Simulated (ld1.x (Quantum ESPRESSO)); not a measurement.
neodymium (Nd), TM semilocal: configuration errors across variants

ld1.x (Quantum ESPRESSO) 7.5 input, shortened:

```
&input
   title='Nd', zed=60., rel=1, dft='PBE', iswitch=3,
   config='[Xe] 4f4 5d0 6s2 6p0'
 /
 &inputp
   pseudotype=1, tm=.true., lloc=1,
   nlcc=.false.
 /
4
6S  1  0   2.00   0.00  3.80  3.80  0.0
5D  3  2   0.00   0.00  3.80  3.80  0.0
4F  4  3   4.00   0.00  1.50  1.50  0.0
5P  2  1   6.00   0.00  2.85  2.85  0.0
 &test
   configts(1)='4f4 5p6 5d0 6s2 6p0'
 /
```

All-electron excitation energies from the reference (eV): (1) 4f4 5p6 5d0 6s1 6p0 5.798; (2) 4f4 5p6 5d0 6s0 6p0 16.585; (3) 4f3 5p6 5d0 6s0 6p0 39.034; (4) 4f4 5p6 5d1 6s1 6p0 1.707.

In the semilocal form every listed channel keeps its own potential, so the choice of the local channel does not act on these tests. It acts once the file is put into the separable form.

A semilocal file is local in each channel, so a ghost entry of none says nothing of the separable form that plane-wave codes build from it.

Tests that are not counted but printed errors over 1 eV. “base”: 4f4 5p6 5d0 6s1 6p1 (pseudo-atom not self-consistent, printed error -632 eV); 4f4 5p6 5d0 6s0 6p2 (solver errors, printed error -11.5 eV); 1 more. “wave 6s (bound): rc 3.80 bohr becomes 6s (bound): rc 5.82 bohr”: 4f4 5p6 5d0 6s0 6p2 (solver errors, printed error -10.6 eV); 4f4 5p6 5d0 6s1 6p1 (solver errors, printed error -8.7 eV); 1 more. “core correction a·sin(br)/r model core inside 0.58 bohr”: 4f4 5p6 5d0 6s1 6p1 (solver errors, printed error -13.0 eV); 4f4 5p6 5d0 6s0 6p2 (solver errors, printed error -10.8 eV); 1 more. “all radii scaled by about 1.42 (s 5.38, p 4.04, d 5.38, f 2.12 bohr)”: 4f4 5p6 5d0 6s0 6p2 (pseudo-atom not self-consistent, printed error -907 eV); 4f4 5p6 5d0 6s0 6p1 (solver errors, printed error -7.1 eV); 1 more. “wave 5p (bound): rc 2.85 bohr becomes 5p (bound): rc 2.62 bohr”: 4f4 5p6 5d0 6s0 6p2 (pseudo-atom not self-consistent, printed error -709 eV); 4f4 5p6 5d0 6s1 6p1 (an occupied level unbound or not found, printed error -13.5 eV); 1 more.

Errors AE − PS in meV (a dash: test not solved or not reliable):

| change | (1) | (2) | (3) | (4) | bound ghosts |
| --- | --- | --- | --- | --- | --- |
| base | +0.9 | +12 | +428 | -3.2 | none |
| wave 6s (bound): rc 3.80 bohr becomes 6s (bound): rc 5.82 bohr | -3.0 | -163 | -239 | +26 | none |
| core correction a·sin(br)/r model core inside 0.58 bohr | -2.2 | -19 | +281 | -7.9 | none |
| all radii scaled by about 1.42 (s 5.38, p 4.04, d 5.38, f 2.12 bohr) | -1.7 | -109 | +116 | +60 | none |
| wave 5p (bound): rc 2.85 bohr becomes 5p (bound): rc 2.62 bohr | +0.8 | +11 | +392 | -3.4 | none |
| form changed from semilocal to separable (Kleinman–Bylander), still TM; local potential the s channel | +0.2 | +7.6 | -366 | -8.3 | none |

**Question.** Give the same row for: wave 5d (bound): rc 3.80 bohr becomes 5d (bound): rc 4.34 bohr.

**Answer.** +0.9, +12, +428, +5.6; bound ghosts: none. Not counted: 4f4 5p6 5d0 6s1 6p1 (pseudo-atom not self-consistent, printed error -631 eV); 4f4 5p6 5d0 6s0 6p2 (solver errors, printed error -11.5 eV); 1 more.
